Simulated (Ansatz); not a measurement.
Ansatz (an electronic-structure program) input file for AlF2, SMILES [F][Al][F], multiplicity 2, PBE/def2-TZVPD. The structure is a stationary point at ωB97X-D3(BJ)/def2-TZVP. The spin state was assumed, not searched. The isomer is the one that the SMILES or the coordinates give; other isomers of the formula were not compared.

Ansatz 0.2 input:
```yaml
crystal:
  periodic: [false, false, false]
  atoms:
    - {symbol: Al, position_ang: [0.00000000, 0.00000000, 0.48559545]}
    - {symbol: F, position_ang: [0.00000000, -1.42598964, -0.35070782]}
    - {symbol: F, position_ang: [0.00000000, 1.42598964, -0.35070783]}
basis:
  gaussian:
    orbitals: def2-TZVPD
hamiltonian:
  xc: {name: PBE}
magnetization: {spin_polarized: true, initial_magnetization: 1}
```

Program output:

```
WARN ansatz: RAYON_NUM_THREADS=1 ignored (pool sized by the plan → 1); use --threads N
Functional definition: PBE
integrals: 0.03 GiB planned
658 factors; their error is unknown
mean field: 0.37 GiB planned
mean field evaluation 1: about -12022.1749 eV, gradient 4.2e1 eV
mean field evaluation 2: about -11975.4702 eV, gradient 1.3e2 eV
mean field evaluation 4: about -12027.4858 eV, gradient 2.0e0 eV
mean field evaluation 8: about -12027.5001 eV, gradient 8.2e-3 eV
mean field evaluation 16: about -12027.5001 eV, gradient 7.9e-6 eV
mean field -12027.50010312 eV, -442.0024762572 hartree, gradient 7.9e-6 eV, S^2 0.750967; 0 other end points of the search recorded, 0 dependent functions left out
reference -12027.50015063 eV, -442.0024780033 hartree; 16, 15 occupied and 107, 108 virtual orbitals, 658 factors
Total energy: -12027.50015063 eV, -442.0024780033 hartree
```

The run converged.
